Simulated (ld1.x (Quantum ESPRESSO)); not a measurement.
**Ranking TM potentials for Cl (Z = 17)**

All share these settings but for the change named:

Cl (Z = 17), norm-conserving Troullier–Martins (Kleinman–Bylander form), made with ld1.x (Quantum ESPRESSO) 7.5 (LDA (PZ), scalar-relativistic). Core [Ne], reference 3s2 3p5. Waves: 3p (bound): rc 1.35 bohr; 3s (bound): rc 1.35 bohr. Local part: the s channel. Core correction: a·sin(br)/r model core inside 1.00 bohr.

Test errors are all-electron minus pseudo excitation energies from the reference, over 3s2 3p4; 3s2 3p3; 3s2 3p2; 3s1 3p6; 3s2 3p4.5; 3s2 3p1; 3s1 3p5. None of these files shows a bound ghost.

The base gives 233.5 meV.

Of 8 variants that were run, those that failed, showed a ghost or another fault, or gave nearly equal values are left out.

A variant can come out equal or close to the base, since the largest error may sit in a test that the change hardly touches while other tests move.

(1) Rank these variants by their largest absolute test error, smallest first.
A. core correction a·sin(br)/r model core inside 1.22 bohr
B. wave 3s (bound): rc 1.35 bohr becomes 3s (bound): rc 1.16 bohr
C. type ultrasoft; waves now 3s (bound): rcut 1.15, rcutus 1.35 bohr; 3s channel at 0.15 Ry: rcut 1.15, rcutus 1.35 bohr; 3p (bound): rcut 1.15, rcutus 1.35 bohr; 3p channel at 0.3 Ry: rcut 1.15, rcutus 1.35 bohr; local potential all-electron potential smoothed inside 1.10 bohr (lloc = -2); augmentation built from norm-conserving waves at rcut, not smoothed further
D. wave 3p (bound): rc 1.35 bohr becomes 3p (bound): rc 1.00 bohr
E. all radii but the core radius scaled by about 1.21 (s 1.64, p 1.64 bohr)

## Answers

(1) C (144.5 meV), D (192.0 meV), B (237.2 meV), A (276.4 meV), E (323.2 meV).
